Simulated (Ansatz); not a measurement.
The cluster TiO₂⁻, relaxed as a doublet with UKS PBE-D4/def2-TZVPD in Ansatz, starting from the GFN2-xTB geometry. Force threshold 0.02 eV/Å.

The structure holds one bond between oxygen atoms, so isomers without such links may lie far lower. The charge -1 doublet is spin-contaminated (final ⟨S²⟩ up to 1.02, 0.75 for a pure state). The highest occupied level of the charge -1 doublet lies above zero (up to 1.16 eV). Its loss leaves the charge 0 singlet, which lies 1.62 eV higher (vertical, at PBE-D4/def2-TZVPD), but this difference is unsure: the singlet is doubtful (an occupied level 0.05 eV above an empty one). The relaxation made no stability test and no search for a lower SCF solution. The structure comes from a short search, and lower isomers may exist.

Start:

```
atom   x (Å)   y (Å)   z (Å)
 Ti1  -0.435   0.541   1.106
  O2  -0.032   0.407  -0.657
  O3   0.467  -0.948  -0.449
```

```
step  energy (eV)  largest force component (eV/Å)  SCF passes
   1  -27198.8999                           1.589          59
   2  -27199.3595                           1.384          38
   3  -27199.5388                           1.836          46
   4  -27199.6253                           0.382          40
   5  -27199.6310                           0.135          33
   6  -27199.6314                           0.011          31
```

Force components are those of the run's own axes.

End:

```xyz
3

Ti   -0.343    0.347    1.031
O    -0.029    0.469   -0.798
O     0.372   -0.816   -0.233
```

By distances, no bond broke or formed. The bond that changes most is Ti1–O3, from 2.33 to 1.86 Å (atoms count from 1).

No frequencies were taken in this run, so the end may be a saddle point.

It took 15 s on 2 threads of Intel Xeon Platinum 8259CL on a shared host.
